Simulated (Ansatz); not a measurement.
Al12P10F6. The state is a triplet with charge 0. Geometry PBE-D4/def2-SVP, that of the neutral singlet; atoms count from 1.

| atom | x (Å) | y (Å) | z (Å) |
| --- | --- | --- | --- |
| P1 | 3.3816 | 1.7190 | -1.2764 |
| P2 | -3.9971 | 2.2488 | -0.7578 |
| P3 | -0.3676 | 4.7886 | -0.4689 |
| P4 | -0.2473 | 1.3470 | -1.2620 |
| P5 | -1.7160 | -1.3833 | 0.1961 |
| P6 | 1.7543 | -0.3987 | 1.4747 |
| P7 | -1.3861 | 1.8674 | 2.6230 |
| P8 | 1.3752 | -1.6378 | -2.8513 |
| P9 | 1.2171 | -4.2635 | 0.5917 |
| P10 | 2.1704 | 3.6466 | 1.5992 |
| Al11 | -2.6532 | 0.3995 | -1.0487 |
| Al12 | -0.5686 | -0.9030 | -1.9025 |
| Al13 | 1.5074 | 3.1740 | -0.6800 |
| Al14 | 2.3698 | -0.3991 | -0.9879 |
| Al15 | 2.9149 | 1.5761 | 1.0119 |
| Al16 | -1.7938 | 3.0820 | -0.9510 |
| Al17 | -3.4003 | 2.1703 | 1.5268 |
| Al18 | -0.1266 | 3.5135 | 1.5409 |
| Al19 | -0.3878 | 0.4102 | 1.0301 |
| Al20 | -1.0772 | -3.6775 | 0.3186 |
| Al21 | 2.6913 | -2.5058 | 1.0797 |
| Al22 | 0.9544 | -3.4091 | -1.4841 |
| F23 | -2.2722 | -0.4675 | -2.6676 |
| F24 | 3.5060 | -1.8324 | -0.4764 |
| F25 | -4.7269 | 2.4911 | 2.5099 |
| F26 | -2.2599 | -4.7468 | 0.8366 |
| F27 | 3.9973 | -2.9273 | 2.0513 |
| F28 | -0.8592 | -3.8825 | -1.5760 |

Single mean-field runs in def2-SVP are fitted with def2-universal-jkfit. At PBE0-D4/def2-SVP a singlet of charge 0 lies 2.15 eV below the triplet at the same geometry.

**Question.** Estimate the Mulliken populations from the PBE0/def2-SVP orbitals of Ansatz.

**Answer.** 
| atom | charge (e) | spin (α − β) |
| --- | --- | --- |
| P1 | -0.39 | 0.21 |
| P2 | -0.46 | 0.01 |
| P3 | -0.38 | 0.16 |
| P4 | -0.76 | 0.06 |
| P5 | -0.66 | 0.04 |
| P6 | -0.62 | 0.02 |
| P7 | -0.47 | -0.01 |
| P8 | -0.46 | 0.01 |
| P9 | -0.54 | 0.00 |
| P10 | -0.33 | 0.48 |
| Al11 | 0.58 | 0.05 |
| Al12 | 0.68 | 0.02 |
| Al13 | 0.40 | 0.22 |
| Al14 | 0.59 | 0.02 |
| Al15 | 0.44 | 0.29 |
| Al16 | 0.46 | 0.09 |
| Al17 | 0.84 | 0.02 |
| Al18 | 0.41 | 0.25 |
| Al19 | 0.49 | 0.04 |
| Al20 | 0.97 | 0.01 |
| Al21 | 0.98 | 0.00 |
| Al22 | 0.51 | 0.01 |
| F23 | -0.38 | 0.00 |
| F24 | -0.40 | 0.00 |
| F25 | -0.37 | 0.00 |
| F26 | -0.38 | 0.00 |
| F27 | -0.38 | 0.00 |
| F28 | -0.40 | 0.00 |
Mulliken values depend strongly on the basis.

**Question.** Where does the spin sit?

**Answer.** Summed by element: P 0.99, Al 1.01, F 0.00, of 2 unpaired in all. Largest on single atoms: P10 0.48, Al15 0.29, Al18 0.25.

**Question.** And the Mayer bond orders between heavy atoms (over 0.3, the first 40 of 43)?

**Answer.** P1–Al13 0.78 (2.45 Å); P1–Al14 0.87 (2.37 Å); P1–Al15 0.90 (2.34 Å); P2–Al11 1.02 (2.30 Å); P2–Al16 0.89 (2.36 Å); P2–Al17 0.75 (2.36 Å); P3–Al13 0.70 (2.48 Å); P3–Al16 0.98 (2.28 Å); P3–Al18 0.80 (2.39 Å); P4–Al11 0.46 (2.59 Å); P4–Al12 0.50 (2.36 Å); P4–Al13 0.38 (2.60 Å); P4–Al16 0.56 (2.34 Å); P4–Al19 0.62 (2.48 Å); P5–Al11 0.70 (2.37 Å); P5–Al12 0.77 (2.44 Å); P5–Al19 0.60 (2.38 Å); P5–Al20 0.58 (2.38 Å); P6–Al14 0.72 (2.54 Å); P6–Al15 0.73 (2.34 Å); P6–Al19 0.77 (2.33 Å); P6–Al21 0.58 (2.34 Å); P7–Al17 0.84 (2.31 Å); P7–Al18 0.86 (2.34 Å); P7–Al19 0.88 (2.38 Å); P8–Al12 0.96 (2.28 Å); P8–Al14 0.71 (2.45 Å); P8–Al22 1.02 (2.28 Å); P9–Al20 0.80 (2.38 Å); P9–Al21 0.80 (2.35 Å); P9–Al22 1.19 (2.26 Å); P10–Al13 0.70 (2.42 Å); P10–Al15 0.86 (2.28 Å); P10–Al18 0.82 (2.30 Å); Al11–F23 0.55 (1.88 Å); Al12–F23 0.46 (1.92 Å); Al14–F24 0.50 (1.90 Å); Al17–F25 1.10 (1.68 Å); Al20–F26 1.09 (1.68 Å); Al20–F28 0.42 (1.92 Å).
